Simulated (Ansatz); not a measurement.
Al₈N₇H₂₂⁻, a nanocrystal cut from wurtzite AlN (hydrogen-capped). The state is a singlet with charge -1. Geometry PBE-D4/def2-SVP; atoms count from 1.

```tsv
atom	x (Å)	y (Å)	z (Å)
Al1	-1.705	-1.816	-2.110
N2	-0.344	-3.197	-1.713
N3	-0.823	-0.169	-1.619
Al4	1.047	-0.371	-1.189
Al5	0.512	2.789	-1.149
N6	1.763	1.349	-0.750
Al7	0.346	-3.243	0.142
N8	1.023	-1.453	0.408
Al9	2.513	1.396	1.048
Al10	-1.842	0.798	-0.308
N11	-0.921	2.420	0.122
N12	-1.636	-0.346	1.270
Al13	0.191	-0.617	1.925
Al14	-0.428	2.542	2.001
N15	0.916	1.141	2.140
H16	-2.034	-1.869	-3.693
H17	-2.908	-2.123	-1.066
H18	0.445	-3.106	-2.374
H19	-0.760	-4.118	-1.918
H20	-0.819	0.446	-2.455
H21	1.862	-1.094	-2.389
H22	-0.082	2.540	-2.658
H23	1.164	4.249	-0.922
H24	2.566	1.498	-1.387
H25	1.526	-4.347	0.216
H26	-0.974	-3.469	1.058
H27	2.025	-1.534	0.668
H28	3.463	0.073	1.235
H29	3.249	2.798	1.369
H30	-3.381	1.050	-0.697
H31	-1.611	3.178	-0.023
H32	-2.078	-1.264	1.090
H33	-2.172	0.095	2.038
H34	0.244	-1.473	3.285
H35	0.142	3.998	2.404
H36	-1.730	2.063	2.882
H37	1.249	1.186	3.119
```

Single mean-field runs in def2-TZVP are fitted with def2-universal-jkfit.

Question: Estimate the Mulliken populations of the heavy atoms from the PBE0/def2-TZVP orbitals of Ansatz.

Answer: 
```tsv
atom	charge (e)
Al1	0.24
N2	-0.54
N3	-0.40
Al4	0.24
Al5	0.20
N6	-0.39
Al7	0.24
N8	-0.40
Al9	0.20
Al10	0.29
N11	-0.41
N12	-0.49
Al13	0.29
Al14	0.22
N15	-0.41
```
Mulliken values depend strongly on the basis.

Question: And the Mayer bond orders between heavy atoms (over 0.3)?

Answer: Al1–N2 0.71 (1.98 Å); Al1–N3 0.79 (1.93 Å); N2–Al7 0.71 (1.98 Å); N3–Al4 0.82 (1.93 Å); N3–Al10 0.83 (1.92 Å); Al4–N6 0.89 (1.91 Å); Al4–N8 0.82 (1.93 Å); Al5–N6 0.77 (1.95 Å); Al5–N11 0.77 (1.95 Å); N6–Al9 0.77 (1.95 Å); Al7–N8 0.79 (1.93 Å); N8–Al13 0.83 (1.92 Å); Al9–N15 0.77 (1.95 Å); Al10–N11 0.87 (1.91 Å); Al10–N12 0.76 (1.96 Å); N11–Al14 0.78 (1.95 Å); N12–Al13 0.76 (1.96 Å); Al13–N15 0.87 (1.91 Å); Al14–N15 0.78 (1.95 Å).
